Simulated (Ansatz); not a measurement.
Start from `[SnH3][I]` and change one element to get `[F][SnH3]`.

Ansatz, PBE0-D4/def2-TZVP geometries, multiplicity 1. 

Elements past krypton have def2 core potentials. Outer-core shells of I, Sn are correlated without core-valence functions. Spin–orbit coupling is left out.

```json
{"property": "LUMO energy (ωB97M-V/def2-TZVPP) / eV", "`[SnH3][I]`": "0.33"}
{"property": "size of the dipole moment (B3LYP/def2-TZVPP) / D", "`[SnH3][I]`": "1.91"}
{"property": "vertical ionisation energy (CCSD(T)/def2-TZVPP) / eV", "`[SnH3][I]`": "9.66"}
{"property": "LUMO energy (PBE/def2-TZVPP) / eV", "`[SnH3][I]`": "-2.16"}
{"property": "LUMO energy (PBE0/def2-TZVPP) / eV", "`[SnH3][I]`": "-1.36"}
{"property": "HOMO–LUMO gap (ωB97M-V/def2-TZVPP) / eV", "`[SnH3][I]`": "9.98"}
```

Question: Give the same properties after the change, and the shifts. (Best estimate.)

Answer: The calculation gave: 
```json
{"property": "LUMO energy (ωB97M-V/def2-TZVPP) / eV", "`[F][SnH3]`": "0.68", "shift": "0.35"}
{"property": "size of the dipole moment (B3LYP/def2-TZVPP) / D", "`[F][SnH3]`": "2.72", "shift": "0.81"}
{"property": "vertical ionisation energy (CCSD(T)/def2-TZVPP) / eV", "`[F][SnH3]`": "12.06", "shift": "2.40"}
{"property": "LUMO energy (PBE/def2-TZVPP) / eV", "`[F][SnH3]`": "-1.62", "shift": "0.54"}
{"property": "LUMO energy (PBE0/def2-TZVPP) / eV", "`[F][SnH3]`": "-0.83", "shift": "0.53"}
{"property": "HOMO–LUMO gap (ωB97M-V/def2-TZVPP) / eV", "`[F][SnH3]`": "12.31", "shift": "2.33"}
```

With PBE0 the HOMO falls by 1.83 eV and the LUMO rises by 0.53 eV, so the gap widens by about 2.36 eV. PBE moves the HOMO by -1.47 eV and ωB97M-V by -1.97 eV. Dipoles are sizes alone; their direction can turn.

B3LYP here is the variant with VWN-RPA as its local correlation; programs differ in this.
